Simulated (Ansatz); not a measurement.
Mulliken charges of CH$_{3}$ClIIn, SMILES `[CH3][In]([Cl])[I]` from B3LYP/def2-TZVPP in Ansatz (PBE0-D4/def2-TZVP geometry).

```csv
atom,x (Å),y (Å),z (Å),charge (e)
C1,-0.311,1.034,0.416,-0.515
In2,0.305,-0.858,-0.346,0.776
Cl3,2.561,-1.390,-0.590,-0.375
I4,-1.296,-2.829,-1.108,-0.279
H5,-0.932,1.530,-0.329,0.127
H6,-0.896,0.876,1.322,0.126
H7,0.569,1.636,0.636,0.140
```

Task: By hand: the dipole of these point charges (1 e Å = 4.8032 D).

Result: Σ q r = (-0.354, 0.646, 0.261) e Å, of length 0.782 e Å = 3.76 D.

Task: How does the dipole of the full density compare? (An estimate is asked.)

Result: The calculation gave: (-0.330, 0.542, 0.220) e Å, 3.23 D; the point charges give 1.16 times that, at 2° from its direction.

Point charges leave out the atoms' own dipoles, such as those of lone pairs, and Mulliken's split depends on the basis, so the two needn't agree.

B3LYP here is the variant with VWN-RPA as its local correlation; programs differ in this.
